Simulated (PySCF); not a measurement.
Point-charge models of `C[C@@H]1C[C@@H](F)[SiH2]O1` against its computed dipole.

Coordinates (PBE0-D3(BJ)/def2-SVP, Å) and charges (e) from the PBE0/pcSseg-1 density (PySCF):

| atom | x | y | z | Mulliken | IAO | Hirshfeld | ESP-fitted |
| --- | --- | --- | --- | --- | --- | --- | --- |
| C1 | 2.083 | -0.501 | -0.070 | -0.2112 | -0.4142 | -0.1200 | -0.6347 |
| C2 | 0.706 | -0.156 | 0.447 | +0.0091 | +0.0996 | +0.0469 | +0.3703 |
| C3 | -0.420 | -0.432 | -0.559 | -0.2481 | -0.2883 | -0.0859 | -0.2355 |
| C4 | -1.666 | 0.313 | -0.108 | -0.0706 | -0.0989 | -0.0280 | -0.0365 |
| F5 | -2.267 | -0.377 | 0.940 | -0.3398 | -0.3293 | -0.1216 | -0.2253 |
| Si6 | -0.864 | 1.908 | 0.582 | +0.8297 | +0.9596 | +0.3958 | +0.5309 |
| O7 | 0.659 | 1.229 | 0.779 | -0.6311 | -0.6511 | -0.2376 | -0.4494 |
| H8 | 2.846 | -0.261 | 0.684 | +0.1316 | +0.1511 | +0.0460 | +0.1775 |
| H9 | 2.304 | 0.080 | -0.979 | +0.1115 | +0.1384 | +0.0395 | +0.1771 |
| H10 | 2.152 | -1.573 | -0.310 | +0.1132 | +0.1396 | +0.0449 | +0.1552 |
| H11 | 0.502 | -0.741 | 1.364 | +0.1216 | +0.1278 | +0.0337 | +0.0521 |
| H12 | -0.118 | -0.046 | -1.549 | +0.1278 | +0.1381 | +0.0461 | +0.0937 |
| H13 | -0.623 | -1.510 | -0.666 | +0.1444 | +0.1507 | +0.0472 | +0.1117 |
| H14 | -2.402 | 0.418 | -0.920 | +0.1266 | +0.1429 | +0.0425 | +0.1045 |
| H15 | -1.467 | 2.354 | 1.869 | -0.0991 | -0.1267 | -0.0712 | -0.0882 |
| H16 | -0.820 | 3.044 | -0.384 | -0.1155 | -0.1395 | -0.0782 | -0.1033 |

What dipole does each set of charges give (1 e·Å = 4.803 D), and what does the density give?

The full density gives (0.07, -0.34, -1.77) D, 1.81 D in size; dipole vectors point from the negative to the positive end.

```
    scheme     μx     μy     μz  size (D)  share of the full size (%)  angle to the full dipole (°)
  Mulliken   0.93   0.36  -2.90      3.06                         169                            23
       IAO  -0.28   0.96  -2.61      2.79                         154                            32
 Hirshfeld   0.05   0.12  -1.00      1.01                          56                            17
ESP-fitted   0.05  -0.34  -1.81      1.84                         102                             1
```

Which set comes closest?

Length of the difference vector: ESP-fitted 0.04 D, Hirshfeld 0.90 D, Mulliken 1.57 D, IAO 1.58 D. Closest: ESP-fitted. ESP charges are fitted to the potential around the molecule, whose slowest-falling term is the dipole's. The schemes that divide the density aren't constrained to reproduce the dipole.

What is left for the Hirshfeld atoms' own dipoles?

The shares of the density sum to the whole, so what Σ q r misses lies in dipoles about the nuclei. The atomic dipoles sum to (0.07, -0.34, -1.77) − (0.05, 0.12, -1.00) = (0.02, -0.46, -0.77) D, 0.90 D in size.

With the origin at the mean of the coordinates, (0.038, 0.234, 0.070) Å, which are the largest single terms, by size, of the ESP-fitted dipole along the direction of the full one?

Si6 -2.18, O7 +1.85, C1 -1.09, H9 +0.98, H15 +0.94 D; all 16 atoms together +1.84 D. The single terms depend on the origin, their sum doesn't.

Give the size of the full dipole in other units.

1.81 D = 0.711 au = 0.376 e·Å = 6.03 × 10⁻³⁰ C·m.

Isolated species at its PBE0-D3(BJ)/def2-SVP geometry (one conformer only).
